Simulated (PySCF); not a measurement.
Here is a computed GFN2-xTB geometry (Å):
```
C 
C   1  1.5224
P   2  1.8670  1  111.28
C   3  1.8469  2  100.45  1   -74.91
C   3  1.8457  2   96.72  1  -172.84
O   5  1.2024  3  125.56  2   128.56
O   5  1.3323  3  109.36  2   -55.35
C   7  1.4237  5  116.74  3  -176.10
H   1  1.0877  2  110.82  3    64.13
H   1  1.0878  2  110.52  3   -55.95
H   1  1.0884  2  110.26  3  -175.93
H   2  1.0944  1  110.54  3  -121.90
H   2  1.0920  1  110.10  3   118.24
H   4  1.0875  3  109.48  2    81.38
H   4  1.0891  3  111.20  2   -40.46
H   4  1.0881  3  107.84  2  -160.24
H   8  1.0918  7  110.21  5   -58.16
H   8  1.0914  7  110.06  5    61.87
H   8  1.0868  7  106.34  5  -178.17
```
Z-matrix in Å and degrees, rows numbered from 1.

Neutral, closed shell.

(1) Read off the bonds between heavy atoms and their formal orders.

(2) Write the SMILES.

(3) What is the point group of this geometry?

(4) Describe the place of each heavy atom.

(5) What is the arrangement about C1?

(6) What is the arrangement about O7?

Answers

(1) C1–C2 (single); C2–P3 (single); P3–C4 (single); P3–C5 (single); C5–O6 (double); C5–O7 (single); O7–C8 (single). Hydrogens: H9, H10, H11 on C1; H12, H13 on C2; H14, H15, H16 on C4; H17, H18, H19 on C8.

(2) `CCP(C)C(=O)OC`, C5H11O2P.

(3) C1 (no symmetry element, even within 0.4 Å).

(4) C1: methyl carbon; C2: sp3 carbon bound to phosphorus; P3: phosphine phosphorus; C4: sp3 carbon bound to phosphorus; C5: carbonyl carbon; O6: carbonyl oxygen; O7: oxygen singly bound to a carbonyl carbon; C8: methoxy carbon.

(5) It has 4 neighbours (C2, H9, H10, H11) and is tetrahedral (angles from 108.3° to 110.8°).

(6) It has 2 neighbours (C5, C8) and is bent (angle 116.7°).
